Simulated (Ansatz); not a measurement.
`F[SiH2][SiH2]F`, charge 0, multiplicity 1.

(1) Give a relaxed structure at PBE0-D4/def2-TZVP (Ansatz 0.2.0). (Best estimate.)

Results:

(1) Ansatz gave: 
Z-matrix (Å, degrees):
```
Si
Si 1 2.355
F 1 1.607 2 107.7
H 1 1.485 2 111.8 3 118.6
H 1 1.485 2 111.7 3 -118.6
F 2 1.607 1 107.7 3 179.0
H 2 1.485 1 111.8 3 -62.3
H 2 1.485 1 111.7 3 60.4
```
Point group C2h.
